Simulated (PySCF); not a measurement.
Task: Give a PBE0-D3(BJ)/def2-SVP geometry of InChI=1S/C3H8Si2/c1-5-3-2-4/h5H2,1,4H3.

Result: 
```xyz
13
C3H8Si2 angstrom
C      2.5802    0.6057    0.0505
Si     1.3422   -0.1271    1.2515
C     -0.3230   -0.2157    0.4701
C     -1.4223   -0.2719   -0.0670
Si    -3.0710   -0.3529   -0.8657
H      3.5773    0.6613    0.5137
H      2.2783    1.6208   -0.2479
H      2.6517   -0.0141   -0.8558
H      1.7410   -1.5111    1.6480
H      1.2308    0.7083    2.4847
H     -4.0552   -0.9561    0.0791
H     -3.5149    1.0235   -1.2325
H     -2.9873   -1.1896   -2.0982
```

Orientation and origin are arbitrary. Atoms count from 1 in this order. Si2 (SiH2 silicon) is tetrahedral (angles from 108.0° to 111.1°). The C–Si distances run from 1.834 Å (C4–Si5, drawn single) to 1.874 Å (C1–Si2, drawn single), a spread of 0.040 Å. The 5 heavy atoms lie in one plane (0.001 Å rms). Si5 (SiH3 silicon) is tetrahedral (angles from 109.3° to 109.6°).

Bonds between heavy atoms (Å): C1–Si2 1.874, Si2–C3 1.842, C3≡C4 1.225, C4–Si5 1.834.

The calculation used PBE0-D3(BJ)/def2-SVP geometry optimisation, gas phase in PySCF.

Point group: Cs (every atom within 0.08 Å of its image). PBE0-D3(BJ)/def2-SVP frequencies: not computed here.
